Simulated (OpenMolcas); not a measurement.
## A ladder of methods for SnH2Cl2 (SMILES [Cl][SnH2][Cl])

The species is SnH2Cl2 (5 atoms), meant as a singlet with charge 0. As SMILES, `[Cl][SnH2][Cl]`. The coordinates come from a PBE0-D4/def2-TZVP relaxation.

```xyz
5

Cl   -1.7953   -0.3262    1.2065
Sn    0.1924   -0.1029    0.0386
Cl   -0.2504    1.2955   -1.7539
H     0.6022   -1.6263   -0.5821
H     1.3010    0.6863    1.0494
```

Each level gives the energy change with the Sn2–Cl3 bond stretched from 2.316 to 3.011 Å (eV). The values are calculated.

```
                                         level                 kind     program  value (eV)  CPU time (all runs)
 SVWN5/def2-SVPD (core potential) (restricted)                  LDA  OpenMolcas        1.34                 43 s
  BLYP/def2-SVPD (core potential) (restricted)                  GGA  OpenMolcas        0.94                 54 s
   PBE/def2-SVPD (core potential) (restricted)                  GGA  OpenMolcas        1.11                 56 s
  TPSS/def2-SVPD (core potential) (restricted)             meta-GGA  OpenMolcas        1.17                 74 s
 B3LYP/def2-SVPD (core potential) (restricted)        global hybrid  OpenMolcas        1.16                 46 s
  PBE0/def2-SVPD (core potential) (restricted)        global hybrid  OpenMolcas        1.34                 45 s
B2PLYP/def2-SVPD (core potential) (restricted)        double hybrid  OpenMolcas        1.26                 40 s
   MP2/def2-SVPD (core potential) (restricted)  perturbation theory  OpenMolcas        1.38                 17 s
```

The first shape isn't each level's own minimum. The values span 0.94 to 1.38 eV. In the correlated wave-function rows the outer d shell of Sn is correlated, in sets not made for it. CPU times are rough (shared hosts, several kinds of processor and program).
